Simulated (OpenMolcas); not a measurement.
Computed transition rates of neutral indium

```
Program             : OpenMolcas 26.06
Method              : CASSCF
Basis               : ANO-RCC-VQZP [8s7p5d3f2g]
Scalar Hamiltonian  : DKH2, point nucleus
Active space        : 3 electrons in 4 orbitals (5s 5p)
State averaging     : 2S+1 = 2 odd, 3 roots; 2S+1 = 4 even, 3 roots
Spin-orbit coupling : RASSI with atomic mean-field integrals over the reference wave functions, term energies averaged over their components
```

Rates come from the transition moments of the reference wave functions (E1 and E2 in the length form). At fixed line strength A goes as λ^-3 for E1 and M1 and as λ^-5 for E2, so a rate at the computed wavelength can be rescaled to the measured one. Measured vacuum wavelengths follow from level energies in NIST Handbook of Basic Atomic Spectroscopic Data. Branching counts decays inside the model space alone, at computed energies, and the table is only a selection of the M1 lines, drawn from those between levels with measured partners whose computed energy lies within a factor of 1.5 of the measured one.

| Upper | Lower | Type | λ computed (nm) | λ measured (nm) | A computed (s-1) | A rescaled (s-1) | Branching % |
| --- | --- | --- | --- | --- | --- | --- | --- |
| 5s2 5p 2P* 3/2 | 5s2 5p 2P* 1/2 | M1 | 4739 | 4520 | 8.49e-02 | 9.78e-02 | 99.8 |
| 5s 5p2 4P 5/2 | 5s 5p2 4P 3/2 | M1 | 7843 | 6988 | 3.37e-02 | 4.76e-02 | 99.7 |
| 5s 5p2 4P 3/2 | 5s 5p2 4P 1/2 | M1 | 13070 | 9586 | 1.01e-02 | 2.56e-02 | 100.0 |

The largest correction is for 5s 5p2 4P 3/2 → 5s 5p2 4P 1/2 (M1): 1.01e-02 × (13070 / 9586)^3 = 2.56e-02 s-1, a factor of 2.53.

No measured rate stands beside these. Rescaling mends the energy factor alone: line strengths can still be far off where a level mixes with configurations outside the active space, and weak or spin-changing lines hang on small mixing coefficients that depend on the term gaps too, so rescaling need not improve them.

Without dynamic correlation excited terms often stand tens of per cent too high (terms of higher spin than the ground term too low), and those without a measured partner can miss by more than the paired ones. Terms of s pⁿ other than that of highest spin mix with s² pⁿ⁻² d, which this space lacks; all of them can be thousands of cm-1 off, and some have no real level of that name. Computed and measured levels are paired by configuration, term and J; levels that our copy of the source lacks, or whose pairing is in doubt (as where it misses far off the trend of its configuration), stay unpaired. Levels of configurations outside the active space are missing.

* marks odd parity.
